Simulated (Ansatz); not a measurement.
Start from `C[SiH2][SiH2][SiH3]` and change one atom or group to get `[SiH3][SiH2][SiH2][SiH2][GeH3]`.

Ansatz, PBE0-D4/def2-TZVP geometries, multiplicity 1. Each molecule was computed in one conformer, which needn't be the lowest.

Scalar relativity is left out up to krypton.

| property | `C[SiH2][SiH2][SiH3]` |
| --- | --- |
| HOMO energy (PBE/def2-TZVPP) / eV | -6.70 |
| LUMO energy (ωB97M-V/def2-TZVPP) / eV | 1.47 |
| HOMO–LUMO gap (PBE0/def2-TZVPP) / eV | 7.60 |
| HOMO–LUMO gap (B3LYP/def2-TZVPP) / eV | 7.24 |
| HOMO energy (ωB97M-V/def2-TZVPP) / eV | -9.74 |
| HOMO–LUMO gap (PBE/def2-TZVPP) / eV | 5.74 |

Question: Give the same properties after the change, and the shifts. (Best estimate.)

Answer: Computed: 
```csv
property,`[SiH3][SiH2][SiH2][SiH2][GeH3]`,shift
HOMO energy (PBE/def2-TZVPP) / eV,-6.86,-0.16
LUMO energy (ωB97M-V/def2-TZVPP) / eV,1.26,-0.21
HOMO–LUMO gap (PBE0/def2-TZVPP) / eV,7.45,-0.15
HOMO–LUMO gap (B3LYP/def2-TZVPP) / eV,7.09,-0.15
HOMO energy (ωB97M-V/def2-TZVPP) / eV,-9.82,-0.08
HOMO–LUMO gap (PBE/def2-TZVPP) / eV,5.62,-0.12
```

With PBE0 the HOMO falls by 0.12 eV and the LUMO falls by 0.27 eV, so the gap narrows by about 0.15 eV. PBE moves the HOMO by -0.16 eV and ωB97M-V by -0.08 eV.

Positive LUMOs are unbound, so they and the gaps depend on the basis.

B3LYP here is the variant with VWN-RPA as its local correlation; programs differ in this.
